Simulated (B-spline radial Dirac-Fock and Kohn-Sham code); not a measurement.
## Dipole and non-dipole photoemission parameters of Ce 3d5/2

System: the Ce atom, configuration [Xe] 4f1 5d1 6s2; threshold 883.8 eV (tabulated edge). Calculated with an atomic code on a B-spline grid, using Dirac-Hartree-Slater photoionisation with a Latter tail; cross sections with all multipoles, angular parameters from the dipole term and its interference with E2.

For linearly polarised light dσ/dΩ = σ/(4π) [1 + β P₂(cos θ) + (δ + γ cos²θ) sin θ cos φ], with θ from the polarisation vector and φ the angle between the beam and the projection of the electron momentum on the plane normal to the polarisation.

```
hν (eV)  σ (kb)      β       γ       δ
    961    1160  0.404  -0.052  -0.005
   1070     904  0.616  -0.107  -0.005
   1100     849  0.672  -0.115  -0.003
   1120     814  0.707  -0.119  -0.002
   1150     765  0.755  -0.122   0.001
   2000     179  1.199   0.137   0.051
   2100     156  1.209   0.176   0.054
   2840    63.6  1.220   0.437   0.077
   2990    54.2  1.215   0.484   0.082
   4000    21.6  1.158   0.754   0.111
   4850    11.4  1.103   0.935   0.135
 5414.7    7.86  1.066   1.036   0.152
   6000       ?      ?       ?       ?
   6870    3.45  0.980   1.247   0.194
   8360    1.71  0.904   1.414   0.237
   8500    1.61  0.897   1.427   0.241
   9840   0.944  0.839   1.547   0.279
  11600   0.511  0.773   1.672   0.328
```

Question: Give the values at 6000 eV.

Answer: σ = 5.53 kb, β = 1.030, γ = 1.129, δ = 0.169.
